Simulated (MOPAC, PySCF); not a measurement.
Stepwise substitution at one centre (Al Br-H). All species are isolated molecules in the gas phase. Strings in code marks are SMILES.

Quantity: redistribution energy (mixed species minus the weighted end members), in kcal/mol. Semi-empirical values (MOPAC) are differences of heats of formation.

Level 1: frozen-core MP2/6-31G* // B3LYP-D3(BJ)/def2-TZVP (PySCF)
Level 2: HF/STO-3G // B3LYP-D3(BJ)/def2-TZVP (PySCF)
Level 3: PM3 // B3LYP-D3(BJ)/def2-TZVP (MOPAC)
Level 4: PM6 // B3LYP-D3(BJ)/def2-TZVP (MOPAC)

```json
[
 {"species": "2 of 3 Br replaced by H: `[AlH2][Br]`", "level 2": "-3.49", "level 3": "-1.39", "level 4": "-0.26"},
 {"species": "1 of 3 Br replaced by H: `[Br][AlH][Br]`", "level 2": "-3.14", "level 3": "-0.64", "level 4": "0.03"}
]
```

Problem. What does level 1 give for each?

Solution. 
- 2 of 3 Br replaced by H: `[AlH2][Br]`: -1.98
- 1 of 3 Br replaced by H: `[Br][AlH][Br]`: -2.13
